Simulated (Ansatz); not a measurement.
C3H8As, SMILES [CH2][As](C)C, multiplicity 2.

Geometry: r2SCAN-D4/def2-SVP. The isomer is the one that the SMILES or the coordinates give; other isomers of the formula were not compared.

Two levels are set side by side: PBE/def2-SVPD (Ansatz, a quantum-chemistry and plane-wave program) and CAM-B3LYP/def2-SVPD (Ansatz). Energy differences of separate SCF runs at the same geometry; the states with an electron removed or added have multiplicity 1 and 1. Differences are taken from unrounded values.

```csv
quantity,CAM-B3LYP
vertical ionisation energy (eV),7.77
```

Q: What does PBE give, and how far is it from CAM-B3LYP? (Estimate from the structure and the level; the computed values follow.)

A: 
```json
[
 {"quantity": "vertical ionisation energy (eV)", "PBE": "7.41", "PBE minus CAM-B3LYP": "-0.36"}
]
```
